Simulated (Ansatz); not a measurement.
Compare A (`[SiH3][C@H]1O[C@@H]1I`) with its isomer B (`OC1(I)C[SiH2]1`).

Gas-phase electronic energies from Ansatz, PBE0-D4/def2-TZVP geometries. CCSD(T)/CBS is the MP2 limit (def2-TZVPP, def2-QZVPP) plus CCSD(T) − MP2 in def2-TZVPP, frozen cores. Functionals use def2-TZVPP. B3LYP here is the variant with VWN-RPA as its local correlation; programs differ in this. def2 core potentials past Kr. For I outer-core shells are correlated without core-valence functions, which leaves a few kJ/mol of doubt a bond. One conformer a species, not always the lowest.

(1) Which isomer does CCSD(T)/CBS put lower? Give the gap. (An estimate is asked.)

(2) Give E(B) − E(A) in kcal/mol with ωB97M-V, B3LYP-D4, r2SCAN-D4, CCSD(T)/def2-TZVPP, B3LYP, CCSD/def2-TZVPP, HF/def2-TZVPP. (An estimate is asked.)

Largest T1 diagnostic: 0.012.

Results:

(1) The calculation gave: B, by 4.9 kcal/mol.

(2) Computed: ωB97M-V -4.5, B3LYP-D4 -3.8, r2SCAN-D4 -4.7, CCSD(T)/def2-TZVPP -3.2, B3LYP -2.5, CCSD/def2-TZVPP -2.6, HF/def2-TZVPP 1.2. The order is the other way round with HF/def2-TZVPP.

In def2-TZVPP, CCSD(T) changes the Hartree–Fock value by −4.4 kcal/mol (the triples alone add −0.6 kcal/mol) and MP2 by −5.8 kcal/mol. The D4 term adds −1.2 kcal/mol with B3LYP and −0.6 kcal/mol with PBE0; it sums over pairs of atoms, weighted by their polarisabilities, and B3LYP, whose exchange is more repulsive, gets the larger term.
